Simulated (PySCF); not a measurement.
## Vertical excitation energies

Compound: C7H12O.
Atom-mapped SMILES: `[CH3:1][C:2]#[C:3][CH2:4][CH2:5][O:6][CH2:7][CH3:8]` (hydrogens: H9, H10, H11 on C1; H12, H13 on C4; H14, H15 on C5; H16, H17 on C7; H18, H19, H20 on C8)

Cartesian coordinates in Å at the GFN2-xTB level; atoms count from 1:
```xyz
20
C7H12O angstrom
C      4.296    0.794   -0.125
C      3.002    0.253   -0.482
C      1.938   -0.200   -0.796
C      0.644   -0.740   -1.164
C     -0.441   -0.327   -0.167
O     -1.672   -0.832   -0.636
C     -2.740   -0.748    0.277
C     -3.230    0.676    0.539
H      4.406    1.800   -0.529
H      5.087    0.163   -0.529
H      4.398    0.836    0.959
H      0.361   -0.377   -2.156
H      0.695   -1.831   -1.205
H     -0.216   -0.736    0.831
H     -0.468    0.770   -0.087
H     -3.541   -1.334   -0.181
H     -2.456   -1.224    1.230
H     -2.492    1.249    1.096
H     -4.149    0.641    1.119
H     -3.427    1.178   -0.405
```

Theory: PySCF 2.14.0, density-fitted response routines, TDDFT PBE0/def2-SVPD, vertical, gas phase, core orbitals frozen in the response.

Task: Predict the UV-vis stick spectrum at this level.

Result: 

```json
{"state": "S1", "E (eV)": "6.63", "E (hartree)": "0.2437", "f": "0.0008", "|μ| (D)": "0.18", "main configurations (H = HOMO, L = LUMO)": "H→L (44%), H→L+2 (19%), H→L+5 (16%)"}
{"state": "S2", "E (eV)": "6.78", "E (hartree)": "0.2493", "f": "0.012", "|μ| (D)": "0.67", "main configurations (H = HOMO, L = LUMO)": "H-1→L (47%), H→L (21%)"}
{"state": "S3", "E (eV)": "6.79", "E (hartree)": "0.2497", "f": "0.0072", "|μ| (D)": "0.53", "main configurations (H = HOMO, L = LUMO)": "H-1→L (31%), H→L (18%), H→L+1 (15%)"}
{"state": "S4", "E (eV)": "6.98", "E (hartree)": "0.2567", "f": "0.0019", "|μ| (D)": "0.27", "main configurations (H = HOMO, L = LUMO)": "H→L+4 (19%), H-1→L+5 (14%), H-1→L+1 (13%)"}
{"state": "S5", "E (eV)": "7.01", "E (hartree)": "0.2574", "f": "0.0031", "|μ| (D)": "0.34", "main configurations (H = HOMO, L = LUMO)": "H-1→L+4 (35%), H-1→L+3 (14%), H→L+3 (8%)"}
{"state": "S6", "E (eV)": "7.05", "E (hartree)": "0.2590", "f": "0.017", "|μ| (D)": "0.79", "main configurations (H = HOMO, L = LUMO)": "H-2→L (64%), H-2→L+1 (17%)"}
```

Triplets (Tamm–Dancoff): T1 5.49 eV, H-1→L+5 (23%), H→L+4 (21%), H→L+3 (15%); T2 5.99 eV, H→L+5 (23%), H-1→L+4 (20%), H→L+2 (17%).

The lowest singlet lies at 6.63 eV (187 nm, vacuum ultraviolet) and is very weak; its leading configuration is HOMO→LUMO (44%). The most intense listed level is S6 at 7.05 eV (176 nm, f = 0.017), 0.42 eV above S1. It is the last of those listed, so stronger ones may follow. Löwdin shares by element: HOMO carbon 83% or more (atoms not listed hold the other 17%); LUMO carbon 45% or more (atoms not listed hold the other 55%). Weighted by f, the mean energy of these states is 6.92 eV. The listed states span 0.42 eV, and the widest gap between neighbours is 0.19 eV (S3 to S4). Orbital energies (eV): HOMO-3 -8.90, HOMO-2 -7.46, HOMO-1 -7.26, HOMO -7.20, LUMO 0.70, LUMO+1 0.95, LUMO+2 1.41. Singlets were solved by full linear response, triplets in the Tamm–Dancoff approximation.

One conformer stands for the species.
